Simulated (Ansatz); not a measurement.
Consider the ligand exchange at the Si–C bond: `F[SiH](Cl)C[SiH3]` + `O[Si]1(O)CO1` → `O[Si]1(O[SiH3])CO1` + `C[SiH](F)Cl`.

Isolated molecules relaxed with PBE0-D4/def2-TZVP in Ansatz; ΔE leaves out vibrations. CCSD(T)/CBS adds triple-zeta CCSD(T) − MP2 to the extrapolated MP2 energy (def2 sets, frozen cores). Each species was taken in one conformer, which may not be the lowest.

`F[SiH](Cl)C[SiH3]`:

```xyz
11

F    -1.344    0.838    1.686
Si   -0.808   -0.574    1.176
Cl   -2.362   -1.897    1.312
C    -0.227   -0.416   -0.564
Si    1.083    0.903   -0.853
H     0.247   -1.018    2.109
H    -1.088   -0.213   -1.209
H     0.179   -1.388   -0.867
H     0.504    2.254   -0.650
H     2.209    0.712    0.099
H     1.608    0.799   -2.239
```

`O[Si]1(O)CO1`:

```xyz
9

O     1.141   -1.086   -1.165
Si    0.482   -0.036   -0.123
O     1.743    0.493    0.745
C    -1.235   -0.002    0.391
O    -0.682    1.000   -0.614
H     0.565   -1.435   -1.847
H     1.572    1.203    1.365
H    -1.580    0.491    1.298
H    -2.006   -0.629   -0.052
```

`O[Si]1(O[SiH3])CO1`:

Cartesian coordinates in Å:
```
O -2.367 -0.152 -0.637
Si -0.875 -0.311 -0.028
O 0.016 0.795 -0.776
Si 1.561 1.313 -0.999
C -0.446 -1.042 1.549
O -0.267 -1.803 0.242
H -3.004 -0.826 -0.393
H 2.163 0.594 -2.147
H 2.363 1.062 0.225
H 1.513 2.768 -1.278
H -1.165 -1.533 2.202
H 0.508 -0.866 2.042
```

`C[SiH](F)Cl`:

```xyz
8

C     0.325   -0.697   -0.657
Si   -0.299    0.642    0.445
F    -1.885    0.540    0.559
Cl    0.471    0.425    2.328
H    -0.103   -0.594   -1.658
H     1.413   -0.647   -0.739
H     0.054   -1.677   -0.261
H     0.023    2.008   -0.017
```

```csv
species,MP2/def2-TZVPP energy (Eh)
`F[SiH](Cl)C[SiH3]`,-1179.26251
`O[Si]1(O)CO1`,-554.93629
`O[Si]1(O[SiH3])CO1`,-845.20638
`C[SiH](F)Cl`,-889.03090
```

(1) Work out ΔE.

Largest T1 diagnostic among the species: 0.012.

## Answers

(1) ΔE = (-845.20638) + (-889.03090) − (-1179.26251) − (-554.93629) = -0.03848 Eh = -101.0 kJ/mol. CCSD(T)/CBS gives -101.1 kJ/mol.

In def2-TZVPP, CCSD(T) changes the Hartree–Fock value by +23.7 kJ/mol (the triples alone add +3.4 kJ/mol) and MP2 by +23.3 kJ/mol. From PBE to PBE0 (25 % exact exchange), in def2-TZVPP and without D4, ΔE moves by −4.6 kJ/mol.
